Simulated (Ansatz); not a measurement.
# Ligand exchange: C3H9B + CH4O2Sn → C2H7BO + C2H6OSn

Gas-phase species: C3H9B `CBCC`, singlet; CH4O2Sn `C[O][Sn][OH]`, singlet; C2H7BO `CCBO`, singlet; C2H6OSn `C[O][Sn][CH3]`, singlet. The partners trade CH3 for OH: B–CH3 and Sn–OH bonds give way to B–OH and Sn–CH3.

Shapes, held fixed at every level: PBE0-D4/def2-TZVP. Flexible molecules stand in one conformer, not always the lowest. Programs: Ansatz 0.2.0. The zero-point and thermal change to 298 K, harmonic and unscaled (PBE0-D4/def2-TZVP), is +4.0 kJ/mol.

(1) Estimate ΔH(298 K) of this reaction.

Answers

(1) The highest level, CCSD(T)/def2-TZVPP, gives ΔH(298 K) = -34.5 kJ/mol; the levels span -52.3 to -23.7. The column of differences is taken from that level and isn't an error. No measured value is set beside it here. For atoms past krypton def2 sets carry core potentials with scalar relativity. Outer-core shells of Sn are correlated, in sets that cover them unevenly.

```json
{"level": "SPW92/def2-TZVPP", "kind": "LDA", "ΔH(298 K) (kJ/mol)": "-30.5", "less CCSD(T)/def2-TZVPP": "+4.0"}
{"level": "PBE-D4/def2-TZVPP", "kind": "GGA", "ΔH(298 K) (kJ/mol)": "-25.3", "less CCSD(T)/def2-TZVPP": "+9.2"}
{"level": "B3LYP-D4/def2-TZVPP", "kind": "global hybrid", "ΔH(298 K) (kJ/mol)": "-26.2", "less CCSD(T)/def2-TZVPP": "+8.3"}
{"level": "BHLYP-D4/def2-TZVPP", "kind": "global hybrid", "ΔH(298 K) (kJ/mol)": "-29.4", "less CCSD(T)/def2-TZVPP": "+5.1"}
{"level": "wB97X-V/def2-TZVPP", "kind": "range-separated hybrid", "ΔH(298 K) (kJ/mol)": "-23.7", "less CCSD(T)/def2-TZVPP": "+10.8"}
{"level": "MP2/def2-SVP", "kind": "perturbation theory", "ΔH(298 K) (kJ/mol)": "-47.5", "less CCSD(T)/def2-TZVPP": "-13.0"}
{"level": "CCSD(T)/def2-SVP", "kind": "coupled cluster or CI", "ΔH(298 K) (kJ/mol)": "-52.3", "less CCSD(T)/def2-TZVPP": "-17.8"}
{"level": "CCSD(T)/def2-TZVPP", "kind": "coupled cluster or CI", "ΔH(298 K) (kJ/mol)": "-34.5", "less CCSD(T)/def2-TZVPP": "0.0"}
```
